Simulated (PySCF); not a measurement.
## Radial density of Rb (rubidium, neutral)

M06-L, [Kr] 5s1, 2S determinant. All numbers are calculated (PySCF 2.14, scalar relativity by spin-free X2C-1e, in x2c-SVPall (6s4p5d1f, 50 functions)).

| r (bohr) | 4πr²ρ (e/bohr) | 4πr²(ρα − ρβ) |
| --- | --- | --- |
| 0.0381 | 43.39 | 0.0000 |
| 0.0641 | 38.51 | -0.0009 |
| 0.108 | 53.57 | 0.0024 |
| 0.181 | 43.81 | 0.0000 |
| 0.305 | 33.28 | 0.0018 |
| 0.513 | 34.60 | 0.0008 |
| 0.863 | 9.536 | 0.0172 |
| 1.45 | 6.194 | -0.0015 |
| 2.44 | 1.853 | 0.0570 |
| 4.11 | 0.2783 | 0.2274 |
| 6.91 | 0.1183 | 0.1182 |
| 11.6 | 0.002199 | 0.0022 |

Densities and radii are taken from the X2C orbitals without a picture-change correction, which distorts them close to the nucleus.
